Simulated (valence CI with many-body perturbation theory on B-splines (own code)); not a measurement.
# Sn27+: key properties

Method: valence CI with perturbative core correlation (CI+MBPT): five valence electrons over a frozen Dirac-Fock core [Ar], radial functions for each j: 7 s, 7 p, 8 d, 6 f, 4 g, 1 h, with the one-electron correlation potential Σ1, the two-electron term Σ2, the three-electron term Σ3, Breit, model QED; selected CI, second order for the rest, scaled by the run's own slope (own B-spline code, finite nucleus).

The last digits are not significant, and no measured levels were compared; by estimate large intervals hold to a few tenths of a per cent, small ones and those within an open d or f shell to about a per cent. Among the levels kept, up to 600 cm⁻¹ of a level comes from second order outside the variational space, and about a tenth of that is noise between levels of different J, which matters for small intervals. Only levels of the ground parity were solved; by the run's estimate the other parity begins above the list, which can be wrong where configurations are misplaced.

Levels are named by their leading jj configuration (3d3/2^4 stands for four electrons in 3d with j = 3/2), which in mixed levels can hold well under half, so a name can repeat and another be missing.

Rates and lifetimes use the calculated energies. Strong lines usually hold to 10 to 20 %, long lifetimes can be off by a factor of two.

(1) What is the ground level?

(2) What is the ionisation energy?

(3) How well does LS coupling describe the low levels?

## Answers

(1) (3d3/2^3 3d5/2^2) J=5/2, composition 73 % 3d5 6S + 20 % 3d5 4P + 3 % 3d5 2D, g = 1.861.

(2) 1507.5 eV; NIST lists 1508 ± 4 eV (theoretical).

(3) Among the lowest 20 levels the leading LS term, summed over configurations, holds 53 % on average. For single configurations the figures are 53 % in LS and 70 % in jj coupling. Terms mix most in the J = 5/2 level at 10.577 eV, where the leading one holds 25 %.
